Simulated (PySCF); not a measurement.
# One molecule, a ladder of functionals, a line

Molecule: `[SiH3]c1ccco1`, C$_{4}$H$_{6}$OSi.

Atoms are numbered as in `[SiH3:1][c:2]1[cH:3][cH:4][cH:5][o:6]1` (H(Xn): hydrogen on atom n).

GIAO shieldings (ppm, equivalent atoms averaged) in PySCF 2.14.0 with density-fitted response routines on the PBE0-D3(BJ)/def2-SVP geometry, basis pcSseg-1, gas phase, non-relativistic:

| functional | exact exchange (%) | σ(Si1) | σ(O6) |
| --- | --- | --- | --- |
| BLYP | 0 | 413.0 | 0.2 |
| BP86 | 0 | 420.4 | 4.4 |
| PBE | 0 | 422.2 | 3.3 |
| B3LYP | 20 | 422.9 | 5.8 |
| PBE0 | 25 | 434.1 | 10.3 |
| mPW1PW91 | 25 | 431.8 | 9.8 |
| HF | 100 | 466.6 | 42.0 |

Question: Fit each shielding as a line in the percentage of exact exchange.

Answer: σ(Si1) = 418.4 + 0.48 x (rms 3.6 ppm); σ(O6) = 1.2 + 0.40 x (rms 2.1 ppm). The functionals also differ in their semilocal parts, which the line can't hold; Hartree–Fock has no correlation at all.

Question: What does the line predict for BHandHLYP (50 %), and what does the run give?

Answer: σ(Si1): 442.4 predicted, 438.3 computed; σ(O6): 21.2 predicted, 16.8 computed ppm.
